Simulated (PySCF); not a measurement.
CH₅NOPb, SMILES [Pb]([O]C)[NH2] (connectivity only; charge and spin as stated), neutral, multiplicity 1. Atoms are numbered in the order given.

```xyz
9

Pb     0.1611    -0.4628     0.0000
O      0.7954     1.5578     0.0000
C     -0.0525     2.6513     0.0000
H     -0.7173     2.6979     0.8900
H      0.5382     3.5877     0.0000
H     -0.7173     2.6979    -0.8900
N     -1.9156     0.0363     0.0000
H     -2.2804     0.9845     0.0000
H     -2.6738    -0.6393     0.0000
```
Charge 0, spin multiplicity 1.

Geometry optimised at PBE0-D3(BJ)/def2-SVP. The def2 effective core potentials stand for the cores of Pb; spin–orbit coupling is left out. One conformer was computed; it need not be the lowest.

Method: PySCF with ωB97X/def2-TZVP.

```
Item                                                                                                           Result
---------------------------------------------------------------------------------------------  ----------------------
total energy                                                                                       -364.04278 hartree
point group                                                                                                        Cs
highest occupied level                                                                                       -9.20 eV
lowest empty level                                                                                            0.02 eV
orbital gap                                                                                                   9.22 eV
dipole moment                                                                                                  2.53 D
quadrupole, principal values (traceless, Buckingham form, about the centre of nuclear charge)   -4.04, 0.50, 3.54 D·Å
mean static polarisability                                                                       65.0 bohr³ (9.63 Å³)
polarisability, principal values                                                               48.1, 69.8, 77.1 bohr³
```
